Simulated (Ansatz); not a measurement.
Species: sum formula H4SiNO2, net charge 0, doublet state. It need not be the lowest isomer of its formula. 
Structure (B3LYP-D3(BJ)/def2-TZVP (Ansatz, an electronic-structure program) minimum search):
SMILES: N[Si](O)O
```xyz
8

N      1.5268    -0.2105    -0.2411
Si    -0.1484     0.1009    -0.3227
O     -0.8506    -1.3394     0.1036
O     -0.3794     1.3603     0.7307
H      1.9150    -1.0706    -0.5924
H      2.1963     0.5414    -0.2180
H     -1.7392    -1.4964    -0.2259
H     -1.1430     1.9200     0.5676
```
Charge 0, spin multiplicity 2.

Quantity: atomisation energy (electronic, to ground-state atoms), in kJ/mol. Cores are frozen in the correlated levels unless marked. Open shells are spin-unrestricted. Spin-orbit coupling is left out. No relativistic terms. The coupled-cluster limit lacks core correlation, which all-electron functionals hold. CBS(X,Y): correlation extrapolated as X^-3; Hartree-Fock from the larger set. The bracket is a focal-point correction in the basis named.

| level | program | atomisation energy (kJ/mol) | minus last row |
|---|---|---|---|
| SVWN5/def2-TZVPD | Ansatz | 3433.4 | 464.3 |
| PBE/def2-TZVPD | Ansatz | 3001.1 | 32.0 |
| BLYP-D4/def2-TZVPD | Ansatz + dftd4 | 2973.0 | 3.9 |
| r2SCAN/def2-TZVPD | Ansatz | 2955.0 | -14.1 |
| r2SCAN-D3(BJ)/def2-TZVPD | Ansatz + dftd3 | 2958.5 | -10.6 |
| PBE0/6-31G* | Ansatz | 2795.7 | -173.4 |
| PBE0/def2-TZVPD | Ansatz | 2913.2 | -55.9 |
| r2SCANh/def2-TZVPD | Ansatz | 2923.6 | -45.5 |
| r2SCAN0-D4/def2-TZVPD | Ansatz + dftd4 | 2881.7 | -87.4 |
| CAM-B3LYP-D3(BJ)/def2-TZVPD | Ansatz + dftd3 | 2971.0 | 1.9 |
| LC-wPBE/def2-TZVPD | Ansatz | 2937.7 | -31.4 |
| MP2/STO-3G | Ansatz | 2128.7 | -840.4 |
| MP2/cc-pV(D+d)Z | Ansatz | 2665.4 | -303.7 |
| RI-MP2/CBS(cc-pV(T+d)Z,cc-pV(Q+d)Z)+[CCSD(T)-MP2]/cc-pV(Q+d)Z | Ansatz | 2969.4 | 0.3 |
| CCSD(T)/CBS(cc-pV(T+d)Z,cc-pV(Q+d)Z) | Ansatz | 2969.1 | 0.0 |
